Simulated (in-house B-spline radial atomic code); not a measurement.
## RPA and G0W0 on wB97X: Si III (Si2+)

Configuration [Ne] 3s2, mean-field start wB97X. Computed with an all-electron radial atomic-structure program (B-spline basis): all electrons, scalar-relativistic (spin-free one-electron X2C), finite nucleus, each spin shell either full or empty, empty states to l = 9 with an (l + 1/2)⁻⁴ tail; G0W0 by contour deformation at full frequency.

Command:
```bash
python run_gw.py task.json out
```
Settings (radii: box in bohr, nucleus in fm):
```
Z                        14
electrons                12
configuration            [Ne] 3s2
hamiltonian              x2c
method                   wb97x
lmax                     9
rms_radius               3.1224
spin_polarised           False
box_radius               17.55
intervals                71
ion_configuration        [Ne] 3s1
```

Cost of the run: 3.1 s on 1 thread of AMD EPYC 7R13 Processor, with other jobs on the host.

Energies (hartree):

```csv
term,value
mean-field total,-289.08651
Hartree-Fock functional on these orbitals,-288.59522
direct second order,-0.76901
second-order exchange,0.27571
SOSEX correction,0.25161
```

(1) What is the RPA correlation energy, and what remains with SOSEX?

Quasi-particle levels (eV):

```tsv
level	occupied	mean field	Σx - vxc	Σc	QP weight	G0W0
3s	yes	-32.18	0.00	?	?	?
2p	yes	-124.04	-12.99	3.96	0.888	-133.08
3p	no	-16.956	1.72	-1.23	0.959	-16.468
```

G0W0 = mean field + (Σx - vxc) + Σc, with Σc (partial-wave tail included) taken at the quasi-particle energy. Levels of low weight are left out.

(2) Where does G0W0 put 3s?

(3) What does it cost to remove one electron (to [Ne] 3s1) by differences of total energies, each species on its own start (correlation terms add to the Hartree-Fock functional)?

Results:

(1) RPA gives -0.68346 hartree (-1.55 eV per electron); RPA + SOSEX gives -0.43185, and the second-order doubles -0.49329 hartree (no singles). SOSEX takes back 37 % of the RPA value.

(2) At -33.67 eV, with Σc = -1.49 eV and a quasi-particle weight of 0.961. The tabulated removal energy is 33.493 eV (NIST, measured); the calculation leaves out spin-orbit coupling, Breit and QED terms, and what these don't explain is the method's own error.

(3) wB97X 33.21 eV, Hartree-Fock functional 31.97 eV, + RPA 33.47 eV, + RPA + SOSEX 33.08 eV, + second order 33.42 eV. Tabulated: 33.493 eV (NIST, measured); the calculation leaves out spin-orbit coupling, Breit and QED terms, and what these don't explain is the method's own error.
